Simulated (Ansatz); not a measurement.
Total energies of CuI₂ from Ansatz at r2SCAN-D4/def2-TZVP, gas phase (1 Eh = 27.2114 eV = 2625.5 kJ/mol). The reference geometry is relaxed at PBE-D4/def2-TZVP.

```
                 state   geometry  energy (Eh)
      charge 0 doublet  reference  -2236.25320
      charge 1 triplet  reference  -2235.91787
free Cu atom (doublet)          –  -1640.46806
 free I atom (doublet)          –   -297.79508
```

In the def2 sets I takes a core potential; there is no spin–orbit coupling.

Task: Work out the vertical ionisation energy to the triplet.

Result: E(charge 1 triplet) − E(charge 0 doublet) = -2235.91787 − (-2236.25320) = 0.33533 Eh = 9.12 eV. For comparison, −ε of the highest occupied level of the spin that leaves is 6.58 eV at this level, 2.54 eV less.

Task: What is the binding energy per atom against free atoms?

Result: Atoms: 1 × (-1640.46806) + 2 × (-297.79508) = -2236.05822 Eh. Binding: -2236.05822 − (-2236.25320) = 0.19498 Eh = 5.31 eV, or 1.77 eV for each of 3 atoms (no zero-point energy, no counterpoise term).
